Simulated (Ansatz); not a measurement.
Calculated with Ansatz (gas phase, PBE0-D4/def2-TZVP geometries, no zero-point term in ΔE). CCSD(T)/CBS adds triple-zeta CCSD(T) − MP2 to the extrapolated MP2 energy (def2 sets, frozen cores). Functionals use def2-TZVPP. For Ga, Se outer-core shells are correlated without core-valence functions, which leaves a few kJ/mol of doubt a bond. Scalar relativity is left out up to krypton. Each species was taken in one conformer, which may not be the lowest.

Consider the ligand exchange at the Se–Ga bond: `[GaH2][SeH]` + `OPO` → `OP(O)[SeH]` + `[GaH3]`.

```
      species  revPBE-D4 energy (Eh)
`[GaH2][SeH]`            -4327.90243
        `OPO`             -493.61587
 `OP(O)[SeH]`            -2895.00527
     `[GaH3]`            -1926.48442
```

(1) Work out ΔE.

Largest T1 diagnostic among the species: 0.013.

## Answers

(1) ΔE = (-2895.00527) + (-1926.48442) − (-4327.90243) − (-493.61587) = 0.02861 Eh = +18.0 kcal/mol. CCSD(T)/CBS gives +22.9 kcal/mol.

Leaving LDA and LC-ωPBE aside and taking each functional with its dispersion term where it has one, the values, not all of them listed here, spread over 5.2 kcal/mol, from revPBE-D4 to PBE-QIDH. LDA lies −1.0 kcal/mol from PBE without D4. The D4 term adds −1.3 kcal/mol with B3LYP and −0.7 kcal/mol with PBE0; it sums over pairs of atoms, weighted by their polarisabilities, and B3LYP, whose exchange is more repulsive, gets the larger term.

B3LYP here is the variant with VWN-RPA as its local correlation; programs differ in this.
